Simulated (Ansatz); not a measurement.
```yaml
crystal:
  periodic: [false, false, false]
  atoms:
    - {symbol: C, position_ang: [-0.101196, -1.299913, 1.666171]}
    - {symbol: O, position_ang: [0.596094, -0.975437, 0.624963]}
    - {symbol: Sn, position_ang: [0.230222, 0.530344, -0.530599]}
    - {symbol: O, position_ang: [1.778390, 0.951032, -1.639412]}
    - {symbol: O, position_ang: [-1.135847, 0.078532, -2.009038]}
    - {symbol: O, position_ang: [-0.515129, 2.070699, 0.415978]}
    - {symbol: H, position_ang: [0.324093, -2.044343, 2.209794]}
    - {symbol: H, position_ang: [-0.924219, -1.841890, 1.271588]}
    - {symbol: H, position_ang: [-0.545376, -0.389786, 2.251761]}
    - {symbol: H, position_ang: [2.589531, 0.670730, -1.070198]}
    - {symbol: H, position_ang: [-0.755173, -0.044807, -2.755037]}
    - {symbol: H, position_ang: [-1.429893, 2.459742, 0.087805]}
basis:
  gaussian: {orbitals: ANO-RCC-VTZP}
magnetization: {spin_polarized: true, initial_magnetization: 0}
hamiltonian: {xc: {name: rPW86-PBE}, dispersion: d3bj}
accuracy: high
output: {forces: true}
```

```sh
$ ansatz run in.yaml --threads 4 --pin off --events-out ev --progress --plain --max-ram 11315MiB
```

Shortened log:

```
Functional definition: rPW86-PBE
5866 factors; integrals over basis functions are off by at most 4.9e-9 eV
mean field evaluation 1: about -177431.8327 eV, gradient 9.7e1 eV
mean field evaluation 2: about -177250.9560 eV, gradient 2.1e2 eV
mean field evaluation 4: about -177459.6862 eV, gradient 3.5e1 eV
mean field evaluation 8: about -177464.0748 eV, gradient 4.6e-1 eV
mean field evaluation 16: about -177464.0706 eV, gradient 1.9e-4 eV
mean field -177464.07063269 eV, -6521.6843062840 hartree, gradient 3.9e-8 eV, S^2 0.000000; 0 other end points of the search recorded, 0 dependent functions left out
reference -177464.07065733 eV, -6521.6843071894 hartree; 47, 47 occupied and 255, 255 virtual orbitals, 5866 factors
Total energy: -177464.29827124 eV, -6521.6926718462 hartree
Relativity: scalar
Atom 0 at    -0.101196    -1.299913     1.666171 Å, force    -5.244623     1.728401     2.525448 eV/Å
Atom 1 at     0.596094    -0.975437     0.624963 Å, force     4.595087     1.368960    -3.982565 eV/Å
Atom 2 at     0.230222     0.530344    -0.530599 Å, force    -1.920169     0.096171    -2.012880 eV/Å
Atom 3 at     1.778390     0.951032    -1.639412 Å, force     2.624043    -0.562315     1.256504 eV/Å
Atom 4 at    -1.135847     0.078532    -2.009038 Å, force    -3.809562     1.544247     9.119548 eV/Å
Atom 5 at    -0.515129     2.070699     0.415978 Å, force    -2.521310     1.638439    -0.078409 eV/Å
Atom 6 at     0.324093    -2.044343     2.209794 Å, force     2.040288    -1.649353     2.436164 eV/Å
Atom 7 at    -0.924219    -1.841890     1.271588 Å, force    -2.034916    -0.583390     0.067953 eV/Å
Atom 8 at    -0.545376    -0.389786     2.251761 Å, force     0.860707    -1.547610    -0.246272 eV/Å
Atom 9 at     2.589531     0.670730    -1.070198 Å, force    -1.441397     0.676131    -1.470122 eV/Å
Atom 10 at    -0.755173    -0.044807    -2.755037 Å, force     4.316304    -1.376348    -8.268709 eV/Å
Atom 11 at    -1.429893     2.459742     0.087805 Å, force     2.535548    -1.333332     0.653339 eV/Å
Dipole moment:     0.122797    -0.070500     0.216318 e Å
```

It took 6.7 min on 4 threads of an Arm Neoverse V2 on a shared host, with 4.2 GiB of host memory at the peak.
